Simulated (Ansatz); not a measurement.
Sn₄H₂. The state is a singlet with charge 0. Geometry PBE0-D4/def2-SVP; atoms count from 1.

| atom | x (Å) | y (Å) | z (Å) |
| --- | --- | --- | --- |
| Sn1 | -1.597 | 0.317 | -0.067 |
| Sn2 | -0.190 | -1.496 | -1.789 |
| Sn3 | -0.062 | 2.417 | 1.212 |
| Sn4 | 1.398 | 0.641 | -0.490 |
| H5 | -0.261 | -2.524 | -0.335 |
| H6 | 0.712 | 0.646 | 1.470 |

In the def2 sets Sn takes a core potential; there is no spin–orbit coupling. Another isomer (singlet) lies 0.03 eV lower at PBE-D4/def2-TZVP; other spin states weren't run for this one.

Q: Estimate the Mulliken populations from the PBE0/def2-TZVP orbitals of Ansatz.

A: 
| atom | charge (e) |
| --- | --- |
| Sn1 | 0.10 |
| Sn2 | -0.06 |
| Sn3 | 0.00 |
| Sn4 | 0.03 |
| H5 | -0.06 |
| H6 | -0.01 |
Mulliken values and Mayer orders depend strongly on the basis.

Q: And the Mayer bond orders between bonded heavy atoms (over 0.3)?

A: Sn1–Sn2 0.90 (2.87 Å); Sn1–Sn3 0.89 (2.90 Å); Sn1–Sn4 0.74 (3.04 Å); Sn2–Sn4 0.70 (2.96 Å); Sn3–Sn4 0.92 (2.86 Å).
